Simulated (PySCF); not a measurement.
Species: CH10FNSi3.
SMILES: `N[SiH2][SiH2][C@@H](F)[SiH3]`

Torsions of this conformer, `[NH2:1][SiH2:2][SiH2:3][C@@H:4]([F:5])[SiH3:6]`: N1–Si2–Si3–C4 176°, Si2–Si3–C4–F5 47°, H–N1–Si2–Si3 -49°, H–N1–Si2–Si3 173°.

The closed-shell ground state was solved at several levels (PySCF, density fitting, gas phase, non-relativistic). Isolated species at its GFN2-xTB geometry (one conformer only).

```tsv
level	basis functions	HOMO (eV)	LUMO (eV)	gap (eV)	dipole (D)
wB97X-D/def2-SVPD	215	-9.30	1.15	10.45	2.28
PBE0/def2-SVPD	215	-7.41	-0.57	6.84	2.25
```

(1) Estimate the row for PBE0/pcSseg-1, a basis of 173 functions; the other rows only guide the guess.

(2) How far do the dipole and the HOMO energy spread over the levels?

Answers

(1) HOMO -7.33 eV, LUMO -0.49 eV, gap 6.84 eV, dipole 2.37 D.

(2) The dipole runs from 2.25 to 2.37 D (mean 2.30 D) and the HOMO from -9.30 to -7.33 eV.
